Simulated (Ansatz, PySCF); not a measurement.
Pair of molecules: N2 (SMILES N#N) (first 2 atoms) with CH4O (SMILES CO); geometry from B3LYP-D3(BJ)/def2-TZVP.
(charge 0, multiplicity 1):
```xyz
8

N      0.32021     0.45341    -0.17875
N     -0.02607     0.68265     0.82942
C      0.18950    -0.32847     4.31525
O     -1.05901     0.15267     3.84305
H      0.67342    -0.99924     3.59584
H     -0.01012    -0.89167     5.22604
H      0.88233     0.48537     4.55799
H     -0.90838     0.63246     3.02271
```

Monomers are frozen at their geometry in the pair; levels with a basis set take the counterpoise correction. Rows marked so take none.

Rows in 6-31G* carry no dispersion term and start afresh at each structure (6-31G* with six Cartesian d functions). MP2/6-31G* freezes PySCF's default core.

The values were computed with Ansatz (Gaussian orbitals); PySCF for 6-31G* rows, M06-2X, the dispersion terms. Values without a source in brackets are computed.

Problem. One of these levels gives -1.29 kcal/mol for the interaction energy. Which?
A. B3LYP-D3(BJ)/def2-TZVPPD
B. M06-2X/def2-TZVPPD
C. MP2/6-31G* (no counterpoise)
D. BHLYP/def2-TZVPPD

Solution. A, B3LYP-D3(BJ)/def2-TZVPPD. The others give -0.65 (BHLYP/def2-TZVPPD), -0.95 (M06-2X/def2-TZVPPD), -1.93 (MP2/6-31G* (no counterpoise))

Ansatz is a quantum-chemistry and plane-wave program.
